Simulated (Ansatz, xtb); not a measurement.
System: CH4Al, charge 0, multiplicity 2. It need not be the lowest isomer of its formula. 
Coordinates optimised at B3LYP-D3(BJ)/def2-TZVP (Ansatz, a first-principles code):
```
C
H 1 1.0899
H 1 1.0956 2 108.34
H 1 1.0956 2 108.34 3 115.78
Al 1 1.9732 2 114.42 3 -122.11
H 5 1.6066 1 117.21 2 180.00
```
Charge 0, spin multiplicity 2.

Harmonic wavenumbers from GFN2-xTB (xtb, at its own minimum), cm⁻¹: 36, 309, 465, 507, 604, 1282, 1443, 1445, 1548, 2897, 2904, 2917.

Q: Give the harmonic wavenumbers at B3LYP-D3(BJ)/def2-TZVP (Ansatz, finite differences of forces, unscaled).

A: 117, 460, 536, 606, 759, 1203, 1436, 1450, 1802, 3003, 3064, 3111 cm⁻¹. Zero-point energy 25.1 kcal/mol.

Q: From these and the geometry, give the ideal-gas thermochemistry at 298.15 K and 1 atm (rigid rotor, harmonic oscillator).

A: Point group Cs, rotational symmetry number 1. Rotational constants 100, 11.28, 10.81 GHz. S(trans) 37.20, S(rot) 20.80, S(vib) 5.24, S(elec, spin only) 1.38, S 64.6 cal/(mol K). H(298) - H(0) 3.27 kcal/mol; G - E(el) 9.1 kcal/mol.
